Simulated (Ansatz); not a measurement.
A run on C3AlN3O3, SMILES `O=C=[N][Al]([N]=C=O)[N]=C=O` with other settings.

```yaml
crystal:
  periodic: [false, false, false]
  atoms:
    - {symbol: O, position_ang: [-0.548443, -1.649439, 3.712606]}
    - {symbol: C, position_ang: [-0.391201, -1.179844, 2.660663]}
    - {symbol: N, position_ang: [-0.229522, -0.696233, 1.578724]}
    - {symbol: Al, position_ang: [0.007921, -0.000755, -0.002631]}
    - {symbol: N, position_ang: [0.078151, 1.731260, -0.191757]}
    - {symbol: C, position_ang: [0.126467, 2.919942, -0.315519]}
    - {symbol: O, position_ang: [0.173437, 4.075379, -0.436287]}
    - {symbol: N, position_ang: [0.175267, -1.037251, -1.394880]}
    - {symbol: C, position_ang: [0.289819, -1.757475, -2.342916]}
    - {symbol: O, position_ang: [0.401203, -2.456883, -3.265005]}
basis:
  gaussian: {orbitals: STO-3G, final_grid: {core_spheres: 8, valence_spheres: 7, degree: 23}}
magnetization: {spin_polarized: true, initial_magnetization: 0}
hamiltonian: {xc: {name: r2SCAN0}}
output: {forces: true}
```

```sh
$ ansatz run in.yaml --threads 2 --pin off --events-out ev --progress --plain --max-ram 32768MiB --backend cpu
```

Shortened log:

```
Functional definition: r2SCAN0
734 factors; integrals over basis functions are off by at most 2.6e-5 eV
mean field evaluation 1: about -20045.6096 eV, gradient 3.5e1 eV
mean field evaluation 2: about -20044.2839 eV, gradient 3.9e1 eV
mean field evaluation 4: about -20051.8531 eV, gradient 3.9e0 eV
mean field evaluation 8: about -20051.8298 eV, gradient 1.7e-2 eV
mean field -20051.82978884 eV, -736.8911531216 hartree, gradient 1.6e-5 eV, S^2 0.000000; 0 other end points of the search recorded, 0 dependent functions left out
reference -20051.82979228 eV, -736.8911532479 hartree; 38, 38 occupied and 16, 16 virtual orbitals, 734 factors
Total energy: -20051.82979228 eV, -736.8911532479 hartree
Atom 0 at    -0.548443    -1.649439     3.712606 Å, force    -0.868135    -2.590525     5.807133 eV/Å
Atom 1 at    -0.391201    -1.179844     2.660663 Å, force     0.489631     1.457078    -3.274604 eV/Å
Atom 2 at    -0.229522    -0.696233     1.578724 Å, force     0.543899     1.618455    -3.635083 eV/Å
Atom 3 at     0.007921    -0.000755    -0.002631 Å, force    -0.000015    -0.001181     0.004177 eV/Å
Atom 4 at     0.078151     1.731260    -0.191757 Å, force    -0.162090    -3.991988     0.420638 eV/Å
Atom 5 at     0.126467     2.919942    -0.315519 Å, force    -0.145704    -3.596776     0.373337 eV/Å
Atom 6 at     0.173437     4.075379    -0.436287 Å, force     0.258946     6.381100    -0.664231 eV/Å
Atom 7 at     0.175267    -1.037251    -1.394880 Å, force    -0.384889     2.411540     3.190109 eV/Å
Atom 8 at     0.289819    -1.757475    -2.342916 Å, force    -0.346529     2.175691     2.869820 eV/Å
Atom 9 at     0.401203    -2.456883    -3.265005 Å, force     0.614885    -3.863393    -5.091296 eV/Å
Dipole moment:    -0.000203     0.000944    -0.000630 e Å
```

It took 2.4 s on 2 threads of an AMD EPYC 7R13 on a shared host, with 0.22 GiB of host memory at the peak.
